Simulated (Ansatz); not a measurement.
Results of the Gaussian-basis code of Ansatz.

Basis-set series for C₃H₉NSi, SMILES `C/C=N/C[SiH3]`. Charge 0, multiplicity 1. The structure was optimised at the PBE0-D4/def2-TZVP level. It is one conformer, not always the lowest.

```json
{"functional": "PBE0-D4", "basis": "def2-SVP", "functions": "119", "energy (Eh)": "-463.40588", "HOMO (eV)": "-7.18", "LUMO (eV)": "0.07"}
{"functional": "PBE0-D4", "basis": "def2-TZVPP", "functions": "292", "energy (Eh)": "-463.69900", "HOMO (eV)": "-7.34", "LUMO (eV)": "-0.14"}
{"functional": "ωB97M-V", "basis": "def2-SVP", "functions": "119", "energy (Eh)": "-463.60704", "HOMO (eV)": "-9.55", "LUMO (eV)": "2.31"}
{"functional": "ωB97M-V", "basis": "def2-TZVPP", "functions": "292", "energy (Eh)": "-463.91187", "HOMO (eV)": "-9.72", "LUMO (eV)": "1.98"}
```

Problem. Give the rows for def2-QZVPP. (An estimate is asked.)

Solution. The calculation gave: 
```tsv
functional	basis	functions	energy (Eh)	HOMO (eV)	LUMO (eV)
PBE0-D4	def2-QZVPP	568	-463.71879	-7.37	-0.21
ωB97M-V	def2-QZVPP	568	-463.93060	-9.75	1.74
```

Positive LUMOs are unbound and depend on the basis.
